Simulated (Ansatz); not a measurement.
Single points on the cluster Al₆V⁻.

```yaml
crystal:
  periodic: [false, false, false]
  atoms:
    - {symbol: V, position_ang: [-1.130839, 1.049955, -0.065071]}
    - {symbol: Al, position_ang: [1.006261, -1.881564, 0.259805]}
    - {symbol: Al, position_ang: [1.106512, 0.546703, 1.117561]}
    - {symbol: Al, position_ang: [0.740150, -0.009414, -1.491485]}
    - {symbol: Al, position_ang: [-1.476499, -1.338106, -0.856929]}
    - {symbol: Al, position_ang: [-1.120789, -0.797802, 1.677132]}
    - {symbol: Al, position_ang: [0.875213, 2.430218, -0.641002]}
basis:
  gaussian: {orbitals: def2-TZVPD, initial_orbitals: start.molden}
total_charge: -1
hamiltonian: {xc: {name: CAM-B3LYP}, dispersion: d4}
scf: {omitted_lower_state_checks: [starts]}
output: {orbitals: {seedname: orbitals}}
```

The file start.molden holds the orbitals of an earlier run on this structure, at another level or in another basis.

```sh
$ ansatz run in.yaml --threads 4 --pin off --events-out ev --progress --plain --max-ram 4787MiB
```

Shortened log:

```
Functional definition: CAM-B3LYP
2130 factors; their error is unknown
592 factors; integrals over basis functions are off by at most 2.7e-5 eV
mean field evaluation 1: about -65268.6182 eV, gradient 1.3e1 eV
mean field evaluation 2: about -65268.8121 eV, gradient 3.4e-1 eV
mean field evaluation 4: about -65268.9596 eV, gradient 6.8e-2 eV
mean field evaluation 8: about -65268.9597 eV, gradient 1.2e-4 eV
mean field -65268.95965418 eV, -2398.5900264013 hartree, gradient 3.0e-5 eV, S^2 0.000000; 0 other end points of the search recorded, 0 dependent functions left out
reference -65268.95976647 eV, -2398.5900305279 hartree; 51, 51 occupied and 255, 255 virtual orbitals, 2130 factors
Total energy: -65269.35664634 eV, -2398.6046155942 hartree
Checks for a lower state left out: starts
```

Run time 94 s (4 threads of Arm Neoverse V1 on a shared host), peak host memory 1.7 GiB.

As the first input, with `correlation: {method: mp2}` and without the key `hamiltonian` (abridged; 87 s):

```
Functional definition: HF
mean field -65149.80592103 eV, -2394.2112074735 hartree, gradient 9.2e-6 eV, S^2 0.000000; unrestricted orbitals would lower it
mean field evaluation 16: about -65150.6385 eV, gradient 3.5e0 eV
mean field evaluation 32: about -65152.6520 eV, gradient 2.1e-1 eV
unrestricted determinant -65152.65282757 eV, -2394.3158293589 hartree, S^2 3.8340
35 core orbitals not correlated: weight in the atoms' cores, before any rotation towards them, 0.998 or more for the frozen orbitals, at most 0.003 for the correlated occupied ones
second order -27.71769663 eV of doubles, -0.00000000 eV of singles
Total energy: -65177.52361766 eV, -2395.2298140369 hartree
Checks for a lower state left out: starts
```

Geometry: r2SCAN-D4/def2-SVPD.

Correlated methods freeze 35 core orbitals; core or outer-core shells of V are correlated, in sets that lack core-valence functions. The restricted singlet is unstable towards broken spin symmetry at other levels; at CAM-B3LYP-D4/def2-TZVPD this wasn't settled. At MP2/def2-TZVPD the restricted singlet (for correlated methods, its reference) is unstable: a solution with broken spin symmetry lies lower. Another isomer (singlet) lies 0.15 eV lower at PBE0-D4/def2-TZVPD; other spin states weren't run for this one.
